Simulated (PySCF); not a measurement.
Input for PySCF: R-B3LYP/LANL2DZ on CH5NOSn (SMILES C[O][Sn][NH2]).

```python
from pyscf import gto, scf, dft, mp
from pyscf.data.elements import chemcore

mol = gto.M(
    atom='''
    C    -1.34812958    0.22661956   -0.19150368
    O    -0.80725348   -0.74281241   -1.05743590
    Sn    1.08349316   -1.39387322   -1.08182062
    N     1.73996937   -0.21641810    0.44670826
    H    -2.40810777    0.36080150   -0.42577717
    H    -1.27353183   -0.07133670    0.86246251
    H    -0.85518583    1.20136443   -0.30127175
    H     2.69112628   -0.22419269    0.78476145
    H     1.17761969    0.44384344    0.96387688
    ''',
    basis='lanl2dz',
    ecp={'Sn': 'lanl2dz'},
    charge=0, spin=0, verbose=3, max_memory=1800)
mf = dft.RKS(mol, xc='b3lyp')
mf.conv_tol = 1e-8
mf.max_cycle = 100
mf.kernel()
if not mf.converged:
    mf = mf.newton().run(mf.mo_coeff, mf.mo_occ)
```

Give the final energy of this run.

-174.4954 hartree.
